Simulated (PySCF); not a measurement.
Molfile (atoms numbered from 1):
```
C5H12PSi
     RDKit          3D

 19 19  0  0  0  0  0  0  0  0999 V2000
    3.0970    1.5106    0.3101 P   0  0  0  0  0  0  0  0  0  0  0  0
    2.0080   -0.3806    0.8425 Si  0  0  0  0  0  3  0  0  0  0  0  0
    0.1617    0.0676    0.5000 C   0  0  0  0  0  0  0  0  0  0  0  0
   -0.7007   -1.1786    0.6123 C   0  0  0  0  0  0  0  0  0  0  0  0
   -2.0365   -0.8079   -0.0469 C   0  0  0  0  0  0  0  0  0  0  0  0
   -1.7042    0.3248   -1.0381 C   0  0  0  0  0  0  0  0  0  0  0  0
   -0.1936    0.5688   -0.8942 C   0  0  0  0  0  0  0  0  0  0  0  0
    4.3034    0.9001    0.5485 H   0  0  0  0  0  0  0  0  0  0  0  0
    3.0556    2.0121    1.5899 H   0  0  0  0  0  0  0  0  0  0  0  0
    2.2871   -1.0723   -0.4717 H   0  0  0  0  0  0  0  0  0  0  0  0
   -0.1979    0.8021    1.2342 H   0  0  0  0  0  0  0  0  0  0  0  0
   -0.2190   -1.9910    0.0637 H   0  0  0  0  0  0  0  0  0  0  0  0
   -0.8185   -1.5088    1.6448 H   0  0  0  0  0  0  0  0  0  0  0  0
   -2.7427   -0.4553    0.7093 H   0  0  0  0  0  0  0  0  0  0  0  0
   -2.4949   -1.6634   -0.5494 H   0  0  0  0  0  0  0  0  0  0  0  0
   -2.2627    1.2284   -0.7804 H   0  0  0  0  0  0  0  0  0  0  0  0
   -1.9735    0.0557   -2.0629 H   0  0  0  0  0  0  0  0  0  0  0  0
    0.0752    1.6171   -1.0368 H   0  0  0  0  0  0  0  0  0  0  0  0
    0.3463   -0.0202   -1.6404 H   0  0  0  0  0  0  0  0  0  0  0  0
  1  2  1  0
  2  3  1  0
  3  4  1  0
  4  5  1  0
  5  6  1  0
  6  7  1  0
  7  3  1  0
  1  8  1  0
  1  9  1  0
  2 10  1  0
  3 11  1  0
  4 12  1  0
  4 13  1  0
  5 14  1  0
  5 15  1  0
  6 16  1  0
  6 17  1  0
  7 18  1  0
  7 19  1  0
M  CHG  1   2  -1
M  END
```

Geometry: GFN2-xTB; GIAO shifts from PySCF 2.14, gas phase, non-relativistic, averaged over equivalent atoms.

At WP04/3-21G (95 basis functions, 12 s wall time on 1 thread of an Intel Xeon Platinum 8488C, shared host):
```tsv
atoms	δ (ppm)
P1	20.2
Si2	-2.1
C4/C7	38.7
C3	33.5
C5/C6	30.0
H10	3.26
H13/H18	2.09
H12/H19	1.70
H15/H17	1.45
H14/H16	1.37
H11	0.79
H8/H9	-0.48
```

References, each an isolated molecule treated in the same way: PH3 for 31P (631.07 ppm); 29Si (485.54 ppm) and 13C (200.12 ppm) and 1H (33.47 ppm) against TMS.

**Question.** Estimate the result of repeating the calculation with HF/def2-SVP.

**Answer.** 
| atoms | δ at HF/def2-SVP | change |
| --- | --- | --- |
| P1 | 28.6 | +8.4 |
| Si2 | -58.2 | -56.1 |
| C4/C7 | 36.2 | -2.5 |
| C3 | 27.8 | -5.7 |
| C5/C6 | 26.0 | -4.0 |
| H10 | 2.68 | -0.58 |
| H13/H18 | 1.76 | -0.33 |
| H12/H19 | 0.90 | -0.80 |
| H15/H17 | 1.08 | -0.37 |
| H14/H16 | 0.97 | -0.40 |
| H11 | -0.27 | -1.06 |
| H8/H9 | 0.08 | +0.56 |

δ = σ(ref) − σ, references computed at the same level: PH3 for 31P (σref 664.66); 29Si (σref 444.78), 13C (σref 201.92), 1H (σref 32.33) against TMS.

The largest change is at Si2 (silicon bonded to C, P, H). Cost: 166 basis functions, 8.5 s wall time on 1 thread of an Intel Xeon Platinum 8488C, shared host. The order of the carbon signals is the same at both levels.
